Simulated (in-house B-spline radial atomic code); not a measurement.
Configurations of Lu VI (Lu5+), with energies counted from [Xe] (4f5/2)6 (4f7/2)6. Level of theory: Dirac-Hartree-Fock, average of each configuration as written, Fermi nucleus of rms radius 5.37 fm; calculated with a radial B-spline atomic code at the basis-set limit. Energies include first-order Breit, QED and recoil terms.

Occupations are held fixed; configurations that lie above the ionisation limit could autoionise.

```json
{"configuration": "[Kr] 4d10 (4f5/2)5 (4f7/2)7 5s2 (5p1/2)2 (5p3/2)3 (5d5/2)1", "E - E(ref) (eV)": "39.298", "highest orbital": "5d5/2", "its <r> (bohr)": "1.693"}
{"configuration": "[Xe] (4f5/2)6 (4f7/2)5 (6g7/2)1", "E - E(ref) (eV)": "75.564", "highest orbital": "6g7/2", "its <r> (bohr)": "7.24"}
{"configuration": "[Xe] (4f5/2)5 (4f7/2)6 (9d3/2)1", "E - E(ref) (eV)": "81.805", "highest orbital": "9d3/2", "its <r> (bohr)": "11.87"}
{"configuration": "[Kr] 4d10 (4f5/2)6 (4f7/2)6 5s2 (5p1/2)1 (5p3/2)4 (5g7/2)1", "E - E(ref) (eV)": "86.05", "highest orbital": "5g7/2", "its <r> (bohr)": "4.53"}
{"configuration": "[Xe] (4f5/2)4 (4f7/2)7 (9g7/2)1", "E - E(ref) (eV)": "87.083", "highest orbital": "9g7/2", "its <r> (bohr)": "18.42"}
{"configuration": "[Kr] (4d3/2)3 (4d5/2)6 (4f5/2)4 (4f7/2)8 5s2 5p6 (7g9/2)1", "E - E(ref) (eV)": "284.32", "highest orbital": "7g9/2", "its <r> (bohr)": "10.46"}
```

Task: Order these further configurations by energy, lowest first.
A. [Kr] (4d3/2)4 (4d5/2)5 (4f5/2)5 (4f7/2)7 5s2 5p6 (5d3/2)1
B. [Xe] (4f5/2)6 (4f7/2)5 (5d3/2)1
C. [Kr] (4d3/2)4 (4d5/2)5 (4f5/2)6 (4f7/2)6 5s2 5p6 6s1
D. [Xe] (4f5/2)4 (4f7/2)8
E. [Kr] (4d3/2)3 (4d5/2)6 (4f5/2)5 (4f7/2)8 5s2 5p6

Result: D (2.8513 eV), B (26.571 eV), E (204.24 eV), A (223.58 eV), C (230.69 eV).

Task: How far above the reference does [Xe] (4f5/2)3 (4f7/2)8 (7g9/2)1 lie?

Result: 83.416 eV; its least bound orbital is 7g9/2 with <r> = 10.46 bohr.
